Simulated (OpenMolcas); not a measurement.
OpenMolcas run: Re2+

Input:

```
&GATEWAY
Coord
1

Re 0.0 0.0 0.0
Basis=ANO-RCC-VDZP
Group=XYZ
NoMove
AngMom=0.0 0.0 0.0
AMFI
&SEWARD
&RASSCF
FileOrb=start.orb
Symmetry=1
Spin=6
nActEl=5 0 0
Inactive=15 19
Ras2=5 0
CIRoot=1 1 1
SDav=1
CIMx=300
Iter=120 100
PrWF=0.3
OrbListing=Nothing
MaxOrb=0
Atom
>>> COPY $Project.JobIph JOB001
&RASSCF
FileOrb=start.orb
Symmetry=1
Spin=4
nActEl=5 0 0
Inactive=15 19
Ras2=5 0
CIRoot=24 24 1
SDav=24
CIMx=300
Iter=120 100
PrWF=0.3
OrbListing=Nothing
MaxOrb=0
Atom
>>> COPY $Project.JobIph JOB002
&RASSCF
FileOrb=start.orb
Symmetry=1
Spin=2
nActEl=5 0 0
Inactive=15 19
Ras2=5 0
CIRoot=75 75 1
SDav=75
CIMx=300
Iter=120 100
PrWF=0.3
OrbListing=Nothing
MaxOrb=0
Atom
>>> COPY $Project.JobIph JOB003
&RASSI
NrOfJobIphs=2 1 17
1
1 2 3 4 5 6 7 8 9 10 11 12 13 14 15 16 17
IphNames
JOB001
JOB002
EJob
SpinOrbit
DIPRint=1.0
SOCoupling=1000.0
Subsets=2
MEES
Property=10
'ANGMOM' 1 'ANGMOM' 2 'ANGMOM' 3 'MLTPL  1' 1 'MLTPL  1' 2 'MLTPL  1' 3
'AMFI' 1 'AMFI' 2 'AMFI' 3 'MLTPL  2' 6
SOProperty=3
'ANGMOM' 1 'ANGMOM' 2 'ANGMOM' 3
```

Launched by
```bash
OMP_NUM_THREADS=1 MOLCAS_MEM=2252 MOLCAS_PROJECT=a pymolcas a.inp > a.log  # once for each step of the input, in one work folder
```

A driver script runs the steps one by one and writes start.orb anew before each from the orbitals found so far.

Output, cut to the results:

```
--- SEWARD ---
Basis set label: RE.ANO-RCC...7S6P4D2F1G.

      Electronic valence basis set:
      ------------------
      Associated Effective Charge  75.000000 au
      Associated Actual Charge     75.000000 au
      Nuclear Model: Point charge

      Shell  nPrim  nBasis  Cartesian Spherical Contaminant
         s      24       7        X
         p      21       6        X
         d      15       4                 X
         f      11       2                 X
         g       4       1                 X
                  Relativistic Douglas-Kroll-Hess integrals:
                    - DKH order of Hamiltonian: 2
                    - DKH order of Properties : 0
                  Atomic mean-field integrals
--- RASSCF ---
Wave function specifications:
      -----------------------------

      Number of closed shell electrons          68
      Number of electrons in active shells       5
      Max number of holes in RAS1 space          0
      Max nr of electrons in RAS3 space          0
      Number of inactive orbitals               34
      Number of active orbitals                  5
      Number of secondary orbitals              29
      Spin quantum number                      2.5
      State symmetry                             1
Orbital specifications:
      -----------------------

      Symmetry species                           1   2
                                                ag  au
      Frozen orbitals                            0   0
      Inactive orbitals                         15  19
      Active orbitals                            5   0
      RAS1 orbitals                              0   0
      RAS2 orbitals                              5   0
      RAS3 orbitals                              0   0
      Secondary orbitals                        16  13
      Deleted orbitals                           0   0
      Number of basis functions                 36  32
      Number of CSFs                             1
      Number of root(s) required                 1
      Iter CI   SX   CI       RASSCF       Energy    max ROT     max BLB   max BLB  Level Ln srch  Step   QN
          iter iter root      energy       change     param      element    value   shift minimum  type update
 Nr of preliminary CI iterations:   1
      Total energies have been shifted. Add               -16000.00 au
        1   1    5    1  -675.75459575    0.00E+00   7.97E-02   16  23 1  9.32E-02*  0.00   0.00    SX    NO
        2   1    5    1  -675.77863159   -2.40E-02*  2.65E-02   12  28 2 -8.28E-02*  0.00   0.00    SX    NO
        3   1    5    1  -675.77979560   -1.16E-03*  2.21E-02   16  32 2  9.04E-02*  0.00   0.00    SX    NO
        4   1    5    1  -675.78053337   -7.38E-04*  1.94E-02   12  28 2 -8.49E-02*  0.00   0.00    SX    NO
        5   1    5    1  -675.78100305   -4.70E-04*  9.00E-03   12  28 2  8.19E-02*  0.00   0.51    LS   YES
        6   1    5    1  -675.78545545   -4.45E-03*  4.14E-04   16  32 2  4.14E-03*  0.00   1.05    QN   YES
        7   1    4    1  -675.78546583   -1.04E-05*  2.32E-05    9  25 2 -1.06E-04*  0.00   0.99    QN   YES
        8   1    3    1  -675.78546584   -8.19E-09  -2.51E-06   18  24 2  1.32E-05   0.00   1.00    QN   YES
      Convergence after  8 iterations
        9   1    3    1  -675.78546584   -2.15E-10  -2.51E-06   16  32 2  1.28E-06   0.00   1.00    QN   YES
      Natural orbitals and occupation numbers for root  1
      sym 1:   1.000000   1.000000   1.000000   1.000000   1.000000
::    RASSCF root number  1 Total energy: -16675.78546584
--- RASSCF ---
Wave function specifications:
      -----------------------------

      Number of closed shell electrons          68
      Number of electrons in active shells       5
      Max number of holes in RAS1 space          0
      Max nr of electrons in RAS3 space          0
      Number of inactive orbitals               34
      Number of active orbitals                  5
      Number of secondary orbitals              29
      Spin quantum number                      1.5
      State symmetry                             1
Orbital specifications:
      -----------------------

      Symmetry species                           1   2
                                                ag  au
      Frozen orbitals                            0   0
      Inactive orbitals                         15  19
      Active orbitals                            5   0
      RAS1 orbitals                              0   0
...
--- RASSI ---
SPIN-FREE ENERGIES:
  (Shifted by EMIN (a.u.) =     -16675.7854658364)

 SF State       Relative EMIN(au)   Rel lowest level(eV)    D:o, cm**(-1)      L_eff

     1             0.0000000000        0.0000000000              0.0000         0.0
     2             0.1014136850        2.7596069532          22257.7311         4.0
     3             0.1014136850        2.7596069532          22257.7311         4.0
     4             0.1014136850        2.7596069532          22257.7311         4.0
     5             0.1014136850        2.7596069532          22257.7311         4.0
     6             0.1014136850        2.7596069532          22257.7311         4.0
     7             0.1014136850        2.7596069532          22257.7311         4.0
     8             0.1014136850        2.7596069532          22257.7311         4.0
     9             0.1014136850        2.7596069532          22257.7311         4.0
    10             0.1014136850        2.7596069532          22257.7311         4.0
    11             0.1182204198        3.2169415054          25946.3831         1.0
    12             0.1182204198        3.2169415054          25946.3831         1.0
    13             0.1182204198        3.2169415054          25946.3831         1.0
    14             0.1249298128        3.3995133902          27418.9246         2.0
    15             0.1249298128        3.3995133902          27418.9246         2.0
    16             0.1249298128        3.3995133902          27418.9246         2.0
    17             0.1249298128        3.3995133902          27418.9246         2.0
    18             0.1249298128        3.3995133902          27418.9246         2.0
     Dipole printing threshold changed to   1.00000000E+00
Eigenvalues of complex Hamiltonian:
   -----------------------------------
  (Shifted by EMIN (a.u.) =     -16675.7854658364)

 SO State       Relative EMIN(au)   Rel lowest level(eV)    D:o, cm**(-1)     J-value

...
```

The J values that RASSI prints are effective ones from its own formula and need not be integers or half-integers; the table below assigns J from the states.

Levels above the lowest, from the spin-orbit matrix, grouped by J:

```tsv
Configuration	Term	J	E (eV)	Measured (eV)	Term weight %	Second
5d5	6S	5/2	0.0000	0.0000	94	6 4P
5d5	4G	11/2	2.9841	2.2342	100	
5d5	4G	5/2	2.9841		100	
5d5	4G	9/2	2.9841	2.2746	100	
5d5	4G	7/2	2.9841	2.0942	100	
5d5	4P	3/2	3.0005		59	41 4D
5d5	4D	5/2	3.0628		51	45 4P
```

Against the 3 measured excited levels shown (the list in Brasseur, Gamrath and Quinet, At. Data Nucl. Data Tables 157, 101636 (2024)) the mean absolute deviation is 6300 cm-1; the largest miss in energy is 5d5 4G 7/2: computed 2.9841, measured 2.0942 eV (+42.5 %).

Some high roots are left out of the spin-orbit mixing, which shifts the levels that they would mix with. Configurations with an s electron lie low in 5d ions of this charge, fall among these levels and mix in, so low-spin terms can stand far too high, up to twice their true height, and weights are not those of the real levels. Without dynamic correlation excited terms often stand tens of per cent too high (terms of higher spin than the ground term too low), and those without a measured partner can miss by more than the paired ones. Measured partners are found by configuration, term and J. A level has none where our copy of the source lacks it or the pairing is in doubt (some pairs that miss far off the trend of their configuration count as doubtful), and it then counts in no deviation. Only configurations of the active space appear. The first state left out of the spin-orbit step lies near 32000 cm-1 above the lowest spin-free state of the reference (among the parities and spins computed), and the list stops at four fifths of that energy or lower.

The term weight is that of the spin-free term in the level, not the purity of its configuration.
